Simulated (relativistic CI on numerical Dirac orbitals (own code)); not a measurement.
# Line list: Electric-dipole lines, P³⁺

These numbers are calculated, not measured: Dirac-Coulomb-Breit CI, KLI orbitals optimised for each configuration, model QED (radiative potential, 1s self-energy scaled to tabulated hydrogen-like ionisation energies), valence Slater integrals scaled by 0.85, P86 correlation energy added to each configuration (own radial code, finite nucleus).

Configurations in the expansion (outside the closed core [Ne]): 3s2, 3s.3p, 3p2, 3s.3d, 3d2, 3p.3d, 3s.4s, 3p.4s, 3s.4p, 3s.4d, 3s.4f, 3s.5s, 3d.4s, 3s.5p, 3s.5d, 3s.5f. Levels of other configurations are missing.

```csv
λ vac (Å),Lower,Upper,A (s⁻¹),gf,Branching (%)
624.26,3s.3p 3P°_2 [4],3s.4s 3S_1 [15],3.37e+09,5.90e-01,55.6
638.39,3s.3d 3D_3 [10],3s.5f 3F°_4 [57],2.98e+09,1.64e+00,80.7
638.41,3s.3d 3D_2 [11],3s.5f 3F°_3 [56],2.65e+09,1.13e+00,71.8
740.43,3p2 1D_2 [6],3p.3d 1F°_3 [31],6.38e+09,3.67e+00,99.1
771.62,3s.3d 1D_2 [14],3s.5f 1F°_3 [58],4.47e+09,2.79e+00,82.9
777.06,3p.3d 1D°_2 [24],3d2 1D_2 [65],7.28e+09,3.30e+00,75.6
811.09,3p.3d 3F°_2 [21],3d2 3F_2 [61],3.21e+09,1.58e+00,40.3
812.68,3p.3d 3F°_3 [22],3d2 3F_3 [60],3.03e+09,2.10e+00,38.2
813.46,3s.3p 3P°_0 [2],3s.3d 3D_1 [12],2.75e+09,8.17e-01,55.7
814.75,3p.3d 3F°_4 [23],3d2 3F_4 [59],3.32e+09,2.98e+00,42.1
814.92,3s.3p 3P°_1 [3],3s.3d 3D_1 [12],2.05e+09,6.13e-01,41.6
814.94,3s.3p 3P°_1 [3],3s.3d 3D_2 [11],3.69e+09,1.84e+00,75.2
817.96,3s.3p 3P°_2 [4],3s.3d 3D_2 [11],1.22e+09,6.12e-01,24.8
817.99,3s.3p 3P°_2 [4],3s.3d 3D_3 [10],4.88e+09,3.42e+00,100.0
847.59,3p2 3P_0 [7],3p.3d 3D°_1 [28],3.21e+09,1.04e+00,38.3
848.63,3p2 3P_1 [8],3p.3d 3D°_2 [29],4.43e+09,2.39e+00,53.0
849.29,3p2 3P_1 [8],3p.3d 3D°_1 [28],3.23e+09,1.05e+00,38.6
851.05,3p2 1S_0 [13],3p.3d 1P°_1 [40],4.92e+09,1.60e+00,69.7
851.42,3p2 3P_2 [9],3p.3d 3D°_3 [30],6.76e+09,5.14e+00,80.8
851.78,3s.3d 3D_3 [10],3s.4f 3F°_4 [38],6.63e+09,6.49e+00,99.5
851.85,3s.3d 3D_2 [11],3s.4f 3F°_3 [37],5.89e+09,4.48e+00,88.5
851.91,3s.3d 3D_1 [12],3s.4f 3F°_2 [36],5.56e+09,3.02e+00,83.6
851.93,3p2 3P_2 [9],3p.3d 3D°_2 [29],2.32e+09,1.26e+00,27.8
854.02,3s.3p 1P°_1 [5],3s.3d 1D_2 [14],8.89e+09,4.86e+00,100.0
862.81,3p2 3P_1 [8],3p.3d 3P°_2 [25],1.64e+09,9.13e-01,28.3
866.22,3p2 3P_2 [9],3p.3d 3P°_2 [25],2.26e+09,1.27e+00,39.0
872.83,3p.3d 3P°_2 [25],3d2 3P_2 [62],5.02e+09,2.87e+00,49.0
923.03,3p2 1D_2 [6],3p.3d 1D°_2 [24],3.70e+09,2.36e+00,98.1
964.87,3p.3d 3D°_1 [28],3d2 3F_2 [61],3.60e+09,2.51e+00,45.2
965.75,3p.3d 3D°_2 [29],3d2 3F_3 [60],3.80e+09,3.72e+00,47.9
966.45,3p.3d 3D°_3 [30],3d2 3F_4 [59],4.35e+09,5.49e+00,55.2
975.59,3p.3d 1F°_3 [31],3d2 1G_4 [66],3.44e+09,4.41e+00,75.2
977.70,3s2 1S_0 [1],3s.3p 1P°_1 [5],3.60e+09,1.55e+00,100.0
1017.2,3s.3d 1D_2 [14],3s.4f 1F°_3 [45],7.65e+09,8.31e+00,94.0
1022.2,3s.3p 3P°_1 [3],3p2 3P_2 [9],8.46e+08,6.63e-01,25.3
1024.7,3s.3p 3P°_0 [2],3p2 3P_1 [8],1.12e+09,5.30e-01,33.7
1027.0,3s.3p 3P°_2 [4],3p2 3P_2 [9],2.50e+09,1.98e+00,74.7
1031.8,3s.3p 3P°_2 [4],3p2 3P_1 [8],1.37e+09,6.56e-01,41.1
1080.2,3s.3d 3D_3 [10],3p.3d 3D°_3 [30],1.40e+09,1.72e+00,16.8
1081.1,3s.3d 3D_2 [11],3p.3d 3D°_2 [29],1.23e+09,1.08e+00,14.8
1103.8,3s.4s 3S_1 [15],3p.4s 3P°_2 [46],1.83e+09,1.67e+00,35.1
1104.2,3s.3d 3D_3 [10],3p.3d 3P°_2 [25],1.73e+09,1.58e+00,29.9
1364.1,3s.3d 3D_3 [10],3p.3d 3F°_4 [23],4.82e+08,1.21e+00,100.0
1485.8,3s.3d 3D_3 [10],3s.4p 3P°_2 [19],6.10e+08,1.01e+00,64.1
2558.4,3s.4p 1P°_1 [20],3s.4d 1D_2 [35],7.34e+08,3.60e+00,89.5
```

Terms are leading LS components. Brackets give the number of a level in order of energy, since labels repeat. The list gives strong lines, with weight on those to low levels, without lines whose two gauges differ by over a factor of 2.5, among the lowest 66 of 71 levels, so that lines to higher ones, which can be the strongest, are missing, and without lines across small gaps between configurations, and without 47 lines that miss the measured interval by over 3.5 %, start from a term whose rates miss tabulated ones by over 60 %, have gauges far apart or, lacking measured levels, span too small a gap for the errors found; lines with a level outside our table were not tested and can miss by more. Levels whose partners in the same complex of configurations lie outside the list can be far off, and so can their lines. Rates are taken at the computed energies, electric ones in the length gauge.

Correlation outside the listed configurations is missing or only estimated: errors of thousands of cm⁻¹ between configurations and terms are usual at this charge. Rates and lifetimes follow the computed energies and can be off by large factors. The fine structure of a lone outer electron comes out too small, for d and f at times inverted, and misplaced configurations move strength between like terms. 25 of the 26 excited levels that our extract of the measured tables holds in this range could be paired (the sources list more); they are missed by 933 cm⁻¹ on average and 1870 at most, and levels without a partner can miss by more.
